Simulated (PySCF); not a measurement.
PySCF input (BP86/def2-TZVPD):

```python
from pyscf import gto, scf, dft

mol = gto.M(
    atom='''
    C    -0.70135988    0.09443554    0.00755393
    N     0.53274901   -0.32205473   -0.03424666
    H    -0.76010881    1.24268472    0.13805788
    H     1.23902506    0.44508517    0.05634518
    ''',
    basis='def2-tzvpd',
    charge=-1,
    spin=0,
    verbose=4,
)

mf = dft.RKS(mol, xc='bp86').density_fit(auxbasis='def2-universal-jkfit')
mf.grids.level = 3
mf.conv_tol = 1e-9
mf.max_cycle = 100
mf.max_memory = 1500
mf.kernel()
if not mf.converged:
    mf = mf.newton()
    mf.kernel(mf.make_rdm1())
mf.analyze()
```

End of the output:

```
Extra cycle  E= -94.0160985878313  delta_E= 1.04e-11  |g|= 9.57e-06  |ddm|= 9.92e-05
converged SCF energy = -94.0160985878313
**** SCF Summaries ****
Total Energy =                         -94.016098587831323
Nuclear Repulsion Energy =              27.011777071642378
One-electron Energy =                 -183.815006534212586
Two-electron Energy =                   62.787130874738885
Two-electron Coulomb Energy =           75.960284709867466
DFT Exchange-Correlation Energy =      -13.173153835128579
HOMO-LUMO gap [eV] =                     2.190640525216129
**** MO energy ****
MO #1   energy= -13.7516194862784  occ= 2
MO #2   energy= -9.66460287000066  occ= 2
MO #3   energy= -0.558247578053191 occ= 2
MO #4   energy= -0.262236733106505 occ= 2
MO #5   energy= -0.177944884487125 occ= 2
MO #6   energy= -0.0437120864922083 occ= 2
MO #7   energy= -0.022496736936109 occ= 2
MO #8   energy= 0.0898714380355621 occ= 2
MO #9   energy= 0.170375993136358  occ= 0
MO #10  energy= 0.188728317289412  occ= 0
MO #11  energy= 0.198255257175049  occ= 0
MO #12  energy= 0.240618344460906  occ= 0
MO #13  energy= 0.290926487204092  occ= 0
MO #14  energy= 0.291016428826043  occ= 0
MO #15  energy= 0.312305260233949  occ= 0
MO #16  energy= 0.352139553716227  occ= 0
MO #17  energy= 0.367755186987722  occ= 0
MO #18  energy= 0.382892942601176  occ= 0
MO #19  energy= 0.389680879333296  occ= 0
MO #20  energy= 0.400652749192562  occ= 0
MO #21  energy= 0.421234638338866  occ= 0
MO #22  energy= 0.433606098771285  occ= 0
MO #23  energy= 0.443295894880143  occ= 0
MO #24  energy= 0.469686940112772  occ= 0
MO #25  energy= 0.519054490277367  occ= 0
MO #26  energy= 0.533869883788484  occ= 0
MO #27  energy= 0.552793391990051  occ= 0
MO #28  energy= 0.562270646306993  occ= 0
MO #29  energy= 0.586217985617637  occ= 0
MO #30  energy= 0.617674765874562  occ= 0
MO #31  energy= 0.637430519843938  occ= 0
MO #32  energy= 0.673409206478318  occ= 0
MO #33  energy= 0.705542834681435  occ= 0
MO #34  energy= 0.794513260286266  occ= 0
MO #35  energy= 0.82109031281863   occ= 0
MO #36  energy= 0.847267626819699  occ= 0
MO #37  energy= 0.85005309508888   occ= 0
MO #38  energy= 0.869896465921613  occ= 0
MO #39  energy= 0.953134106230429  occ= 0
MO #40  energy= 1.0404485694078    occ= 0
MO #41  energy= 1.04583454285568   occ= 0
MO #42  energy= 1.10709186399254   occ= 0
MO #43  energy= 1.14629916561201   occ= 0
MO #44  energy= 1.28406721628442   occ= 0
MO #45  energy= 1.36725494211295   occ= 0
MO #46  energy= 1.485682664456     occ= 0
MO #47  energy= 1.54628427854601   occ= 0
MO #48  energy= 1.64565128438761   occ= 0
MO #49  energy= 1.65378136269371   occ= 0
MO #50  energy= 1.73470637438868   occ= 0
MO #51  energy= 1.77588481534491   occ= 0
MO #52  energy= 1.85780685488462   occ= 0
MO #53  energy= 1.9303337738694    occ= 0
MO #54  energy= 2.00871683322079   occ= 0
MO #55  energy= 2.06999316715344   occ= 0
MO #56  energy= 2.15265645731562   occ= 0
MO #57  energy= 2.19455218951788   occ= 0
MO #58  energy= 2.3269342929207    occ= 0
MO #59  energy= 2.40607210023046   occ= 0
MO #60  energy= 2.47683984526203   occ= 0
MO #61  energy= 2.51784619967682   occ= 0
MO #62  energy= 2.641949276315     occ= 0
MO #63  energy= 2.81384404845283   occ= 0
MO #64  energy= 2.85409076193811   occ= 0
MO #65  energy= 2.93112388348181   occ= 0
MO #66  energy= 2.97425644166196   occ= 0
MO #67  energy= 3.1175893577758    occ= 0
MO #68  energy= 3.20489779401658   occ= 0
MO #69  energy= 3.26359603848168   occ= 0
MO #70  energy= 3.29247281024579   occ= 0
MO #71  energy= 3.31440931094463   occ= 0
MO #72  energy= 3.36306158917601   occ= 0
MO #73  energy= 3.52050491204722   occ= 0
MO #74  energy= 3.54120211690827   occ= 0
MO #75  energy= 3.74495993330793   occ= 0
MO #76  energy= 3.75454108568356   occ= 0
MO #77  energy= 3.98633715867616   occ= 0
MO #78  energy= 4.26728835220617   occ= 0
MO #79  energy= 4.27447090269303   occ= 0
MO #80  energy= 4.53676883098309   occ= 0
MO #81  energy= 4.54627185385924   occ= 0
MO #82  energy= 4.86751429521871   occ= 0
MO #83  energy= 4.95475332605391   occ= 0
MO #84  energy= 4.95667910023177   occ= 0
MO #85  energy= 5.14000539989449   occ= 0
MO #86  energy= 5.26455163134091   occ= 0
MO #87  energy= 5.35829792387312   occ= 0
MO #88  energy= 5.41973479535147   occ= 0
MO #89  energy= 5.554550284635     occ= 0
MO #90  energy= 5.83146102049079   occ= 0
MO #91  energy= 22.1949883583206   occ= 0
MO #92  energy= 32.0121346233826   occ= 0
 ** Mulliken pop on meta-lowdin orthogonal AOs  **
 ** Mulliken pop  **
pop of  0 C 1s            1.99987
pop of  0 C 2s            1.39165
pop of  0 C 3s            0.02661
pop of  0 C 4s            0.00465
pop of  0 C 5s            0.00329
pop of  0 C 6s            0.00196
pop of  0 C 2px           1.20168
pop of  0 C 2py           1.08171
pop of  0 C 2pz           0.72808
pop of  0 C 3px           0.02118
pop of  0 C 3py           0.01042
pop of  0 C 3pz           0.00272
pop of  0 C 4px           0.00642
pop of  0 C 4py           0.00398
pop of  0 C 4pz           0.00186
pop of  0 C 3dxy          0.00330
pop of  0 C 3dyz          0.00025
pop of  0 C 3dz^2         0.00330
pop of  0 C 3dxz          0.00372
pop of  0 C 3dx2-y2       0.00366
pop of  0 C 4dxy          0.00375
pop of  0 C 4dyz          0.00015
pop of  0 C 4dz^2         0.00058
pop of  0 C 4dxz          0.00024
pop of  0 C 4dx2-y2       0.00215
pop of  0 C 5dxy          0.00932
pop of  0 C 5dyz          0.00025
pop of  0 C 5dz^2         0.00106
pop of  0 C 5dxz          0.00064
pop of  0 C 5dx2-y2       0.00612
pop of  0 C 4f-3          0.00059
pop of  0 C 4f-2          0.00000
pop of  0 C 4f-1          0.00009
pop of  0 C 4f+0          0.00005
pop of  0 C 4f+1          0.00025
pop of  0 C 4f+2          0.00002
pop of  0 C 4f+3          0.00018
pop of  1 N 1s            1.99990
pop of  1 N 2s            1.47661
pop of  1 N 3s            0.01421
pop of  1 N 4s            0.00364
pop of  1 N 5s            0.00400
pop of  1 N 6s            0.00144
pop of  1 N 2px           1.19054
pop of  1 N 2py           1.51160
pop of  1 N 2pz           1.25259
pop of  1 N 3px           0.00691
pop of  1 N 3py           0.00880
pop of  1 N 3pz           0.00443
pop of  1 N 4px           0.00039
pop of  1 N 4py           0.00149
pop of  1 N 4pz           0.00075
pop of  1 N 3dxy          0.00296
pop of  1 N 3dyz          0.00225
pop of  1 N 3dz^2         0.00315
pop of  1 N 3dxz          0.00021
pop of  1 N 3dx2-y2       0.00265
pop of  1 N 4dxy          0.00141
pop of  1 N 4dyz          0.00029
pop of  1 N 4dz^2         0.00060
pop of  1 N 4dxz          0.00033
pop of  1 N 4dx2-y2       0.00046
pop of  1 N 5dxy          0.00679
pop of  1 N 5dyz          0.00005
pop of  1 N 5dz^2         0.00012
pop of  1 N 5dxz          0.00045
pop of  1 N 5dx2-y2       0.00252
pop of  1 N 4f-3          0.00048
pop of  1 N 4f-2          0.00001
pop of  1 N 4f-1          0.00020
pop of  1 N 4f+0          0.00011
pop of  1 N 4f+1          0.00021
pop of  1 N 4f+2          0.00003
pop of  1 N 4f+3          0.00045
pop of  2 H 1s            1.01772
pop of  2 H 2s            0.00357
pop of  2 H 3s            0.00173
pop of  2 H 2px           0.00289
pop of  2 H 2py           0.00853
pop of  2 H 2pz           0.00159
pop of  2 H 3px           0.00305
pop of  2 H 3py           0.01865
pop of  2 H 3pz           0.00146
pop of  3 H 1s            0.87966
pop of  3 H 2s            0.00651
pop of  3 H 3s            0.00333
pop of  3 H 2px           0.00168
pop of  3 H 2py           0.00528
pop of  3 H 2pz           0.00470
pop of  3 H 3px           0.00209
pop of  3 H 3py           0.00640
pop of  3 H 3pz           0.00239
 ** Mulliken atomic charges  **
charge of    0C =     -0.52575
charge of    1N =     -0.50301
charge of    2H =     -0.05919
charge of    3H =      0.08795

WARN: System has nonzero charge -1; the dipole moment is origin-dependent.
Location of origin: [0. 0. 0.]

Dipole moment(X, Y, Z, Debye):  2.44377,  1.78840,  0.21484
```

It need not be the lowest isomer of its formula. Whether it binds its extra electron was not tested at this geometry.
